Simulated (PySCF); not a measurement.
C4H8FPS.
Cartesian coordinates in Å at the PBE0-D3(BJ)/def2-SVP level; atoms count from 1:
```
atom  x, y, z in Å
C1     2.439    0.279    0.297
S2     1.256   -1.077    0.417
C3     0.446   -0.962   -1.203
P4    -0.268    0.685   -1.742
C5    -1.577    0.865   -0.687
C6    -2.104    0.042    0.426
F7    -2.320    1.965   -0.867
H8     2.981    0.307    1.252
H9     1.929    1.242    0.147
H10    3.162    0.112   -0.516
H11    1.165   -1.244   -1.990
H12   -0.332   -1.742   -1.198
H13   -3.086   -0.379    0.151
H14   -2.263    0.689    1.304
H15   -1.414   -0.760    0.711
```

Linear response at CAM-B3LYP/def2-SVPD (PySCF, frozen core in the response, non-relativistic). Isolated species at its PBE0-D3(BJ)/def2-SVP geometry (one conformer only).

Static isotropic polarisability: 98.31 au (14.57 Å³), principal values 82.9, 95.1, 116.9 au.

**Question.** What is the polarisability at 1064 nm and at the sodium D line?

**Answer.** 99.54 au at 1064 nm (+1.3 %), 102.61 au at 589.3 nm (+4.4 %). The rise at 589.3 nm is 3.50 times that at 1064 nm; a pure ω² law gives 3.26. The lowest singlet lies at 291 nm, shorter than both wavelengths.

**Question.** What is the isotropic C6 coefficient between two such molecules, C6 = (3/π)∫α(iω)² dω?

**Answer.** 3545 au (Eh·bohr⁶) by a ten-point quadrature over imaginary frequencies, which is 2120 eV·Å⁶ or 204 J·nm⁶/mol.

**Question.** Which effective excitation energy ω̄ makes London's formula C6 = (3/4)α²ω̄ exact here?

**Answer.** ω̄ = 4·C6/(3α²) = 0.489 Eh = 13.3 eV. A one-pole form α(ω) = α/(1 − ω²/ω̄²) fitted to the 1064 nm value gives 10.5 eV. London's choice of the ionisation energy (8.51 eV, ΔSCF at the same level) gives C6 = 2270 au, 36 % too low.

**Question.** How many electrons N does the Slater–Kirkwood formula C6 = (3/4)·√N·α^(3/2) need to give this C6?

**Answer.** N = (4·C6/3)²/α³ = 23.5; the species has 72 electrons in all.

**Question.** How anisotropic is the static polarisability, by Δα² = ½[(α1 − α2)² + (α2 − α3)² + (α3 − α1)²]?

**Answer.** Δα = 29.8 au, or 0.30 of the isotropic value.

**Question.** What does −C6/R⁶ come to at R = 12 Å between centres?

**Answer.** -68 J/mol. This is the leading, orientation-averaged term; C8 and higher terms are left out.

**Question.** What three-body coefficient follows from the one-pole estimate C9 = (3/4)·α·C6?

**Answer.** 261000 au. This is an estimate from the two numbers above, not a computed integral.
